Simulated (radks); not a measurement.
Valence configurations of Al+ (all share [Ne]). Method: non-relativistic Kohn-Sham, LDA (Slater exchange, Perdew-Wang correlation), spin-polarised, spherical densities, point nucleus; open shells are filled with parallel spins first; computed with a radial shooting solver on a logarithmic mesh with Libxc functionals. Energies are relative to 3s2; eigenvalues in eV for spin up.

3s2: E (eV) 0.000; moment (Bohr magnetons) 0; e(3s) -14.890
3s1 3p1: E (eV) 4.714; moment (Bohr magnetons) 2; e(3p) -10.484; e(3s) -16.414
3s1.5 3p0.5: E (eV) 2.627; moment (Bohr magnetons) 1; e(3p) -9.900; e(3s) -15.734
3s0.5 3p1.5: E (eV) 7.688; moment (Bohr magnetons) 2; e(3p) -10.787; e(3s) -16.752
3p2: E (eV) 10.680; moment (Bohr magnetons) 2; e(3p) -11.073

NIST lists [Ne] 3s2 as the ground configuration; this level of theory agrees among the configurations tried. The energies are those of spherical high-spin densities, not of single terms.
